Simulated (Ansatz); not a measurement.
A run on H₄SeSi₂, SMILES `[SiH2]1[SiH2][Se]1` with other settings.

```yaml
crystal:
  periodic: [false, false, false]
  atoms:
    - {symbol: Si, position_ang: [-1.023168, -0.233843, -0.557403]}
    - {symbol: Si, position_ang: [1.019865, -0.028165, 0.623367]}
    - {symbol: Se, position_ang: [0.175698, 1.853423, -0.619397]}
    - {symbol: H, position_ang: [-1.110168, -0.989888, -1.914312]}
    - {symbol: H, position_ang: [-2.396976, -0.189019, 0.171281]}
    - {symbol: H, position_ang: [1.056761, 0.158487, 2.167436]}
    - {symbol: H, position_ang: [2.342352, -0.642500, 0.081148]}
basis:
  gaussian: {orbitals: def2-mTZVP}
hamiltonian: {xc: {name: LC-wPBE}}
output: {forces: true}
```

```sh
$ ansatz run in.yaml --threads 2 --pin off --events-out ev --progress --plain --max-ram 4352MiB
```

Output, abridged:

```
Functional definition: LC-wPBE
  name "LC-wPBE"
  cite "Vydrov & Scuseria, J. Chem. Phys. 125, 234109 (2006) doi:10.1063/1.2409292"
  cite "Heyd & Scuseria, J. Chem. Phys. 120, 7274 (2004) doi:10.1063/1.1668634"
  cite "Ernzerhof & Perdew, J. Chem. Phys. 109, 3313 (1998) doi:10.1063/1.476928"
  cite "Perdew, Burke & Ernzerhof, Phys. Rev. Lett. 77, 3865 (1996) doi:10.1103/PhysRevLett.77.3865"
  parent pbe
  parameter omega = 0.4/bohr
  exchange = pbe_x_sr(omega) + exact_x_lr(omega)
  correlation = pbe_c
974 factors; their error is unknown
340 factors; integrals over basis functions are off by at most 1.3e-5 eV
mean field evaluation 1: about -81155.0724 eV, gradient 1.5e1 eV
mean field evaluation 2: about -81155.6893 eV, gradient 7.8e0 eV
mean field evaluation 4: about -81155.9080 eV, gradient 9.9e-1 eV
mean field evaluation 8: about -81155.8772 eV, gradient 1.2e-1 eV
mean field evaluation 16: about -81155.8772 eV, gradient 9.1e-6 eV
mean field -81155.87723718 eV, -2982.4234790371 hartree, gradient 9.1e-6 eV, S^2 0.000000; 0 other end points of the search recorded, 0 dependent functions left out
the calculation of the forces begins
reference -81155.87723719 eV, -2982.4234790374 hartree; 33, 33 occupied and 59, 59 virtual orbitals, 974 factors
Total energy: -81155.87723719 eV, -2982.4234790374 hartree
Atom 0 at    -1.023168    -0.233843    -0.557403 Å, force     0.550787     0.709047     0.066679 eV/Å
Atom 1 at     1.019865    -0.028165     0.623367 Å, force    -0.432363     0.609318    -0.501219 eV/Å
Atom 2 at     0.175698     1.853423    -0.619397 Å, force    -0.201171    -2.250842     0.739899 eV/Å
Atom 3 at    -1.110168    -0.989888    -1.914312 Å, force     0.103102     0.641198     1.187282 eV/Å
Atom 4 at    -2.396976    -0.189019     0.171281 Å, force     1.209482    -0.047252    -0.605151 eV/Å
Atom 5 at     1.056761     0.158487     2.167436 Å, force    -0.062574    -0.175044    -1.340461 eV/Å
Atom 6 at     2.342352    -0.642500     0.081148 Å, force    -1.167262     0.513576     0.452971 eV/Å
Dipole moment:    -0.041889    -0.468063     0.153981 e Å
```

Run time 1.7 s (2 threads of an Arm Neoverse V2 on a shared host); peak host memory 0.37 GiB.
